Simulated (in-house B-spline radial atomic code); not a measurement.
How numerical settings move a run on Sb²⁺, [Kr] 4d10 5s2 5p1. Computed with a B-spline radial code for spherical atoms: non-relativistic wB97X, spin-polarised, spherical fractional occupations, point nucleus.

Command:
```bash
python run_scf.py task.json out
```
Settings of the sound reference run:
```
Z                51
electrons        49
configuration    [Kr] 4d10 5s2 5p1
hamiltonian      nr
method           wb97x
spin_polarised   True
knot_spacing     0.22
spline_order     8
gauss_points     12
box_radius       22.22
max_iterations   70
damping          0.5
damped_steps     3
diis_vectors     10
tolerance        1e-08
start            Thomas-Fermi
```

Run time, properties included: 1.2 s on 1 thread of Arm Neoverse N1, on a shared host.

It converges in 11 iterations to -6315.086192 hartree, with 5p up at -19.237 eV. The other runs change the listed settings, some to values that make no sense; their results aren't properties of the atom or ion. Radii are in bohr (the nuclear one in fm), a minus after a letter asks for a j subshell, and «unchanged» means within 1e-8 hartree. The run stops when the residual is below 10 × tolerance × max(1, Z/10), or a noise floor if that is larger, and the energy moves by less than 1e-8 × √|E| hartree; so very loose and very tight tolerances often act alike.

| changed settings | outcome |
| --- | --- |
| max_iterations = 60, damping = 0.2, damped_steps = 0, tolerance = 1e-06 | converged in 8 iterations, energy unchanged, 5p up level +9.0e-06 eV |
| electrons = 50, configuration = [Kr] 4d10 5s2 5p1 6p-1, max_iterations = 50 | stopped with error: j subshells need the Dirac Hamiltonian and l > 0 |
| gauss_points = 4 | converged in 11 iterations, energy -3.86e-06 hartree from the reference, 5p up level -1.4e-05 eV |
| max_iterations = 2 | not converged after 2 iterations, last residual 3.8e-01, last energy +4.18e+00 hartree from the reference |
| knot_spacing = 0.3, gauss_points = 8, max_iterations = 100 | converged in 11 iterations, energy +1.22e-04 hartree from the reference, 5p up level -5.0e-04 eV |
| gauss_points = 6 | converged in 11 iterations, energy +7.44e-08 hartree from the reference |
| hamiltonian = dirac, method = tpss,tpss, spin_polarised = False, nucleus = fermi, rms_radius = 4.6802, mass_number = 121, atomic_mass = 120.9038, speed_of_light = 137.036 | stopped with error: meta-GGAs are not served with the Dirac Hamiltonian |
| damping = 0 | converged in 12 iterations, energy unchanged, 5p up level -3.4e-07 eV |
| damping = 0.95 | converged in 12 iterations, energy unchanged, 5p up level -3.1e-07 eV |
| max_iterations = 3 | not converged after 3 iterations, last residual 6.0e-02, last energy +1.23e-01 hartree from the reference |
| electrons = 52, configuration = [Kr] 4d10 5s2 5p1 6s3, max_iterations = 75 | stopped with error: shell 6s holds at most 1 electrons (per spin) |
| max_iterations = 60, damping = 0.95, diis_vectors = 20, tolerance = 0.01, start = bare nucleus | converged in 11 iterations, energy +1.17e-08 hartree from the reference, 5p up level +3.6e-04 eV |
| gauss_points = 3 | converged in 10 iterations, energy -1.08e+06 hartree from the reference, 5p up level +3.7e+00 eV |

Q: What happens with max_iterations = 5?

A: Not converged after 5 iterations, last residual 5.7e-03, last energy +9.39e-04 hartree from the reference.

Q: What happens with damping = 0.8?

A: Converged in 11 iterations, energy unchanged, 5p up level +1.8e-06 eV.

Q: What happens with gauss_points = 5?

A: Converged in 11 iterations, energy +5.35e-07 hartree from the reference, 5p up level +1.1e-06 eV.

Q: What happens with max_iterations = 60, damping = 0, start = bare nucleus?

A: Converged in 13 iterations, energy unchanged, 5p up level +1.7e-06 eV.
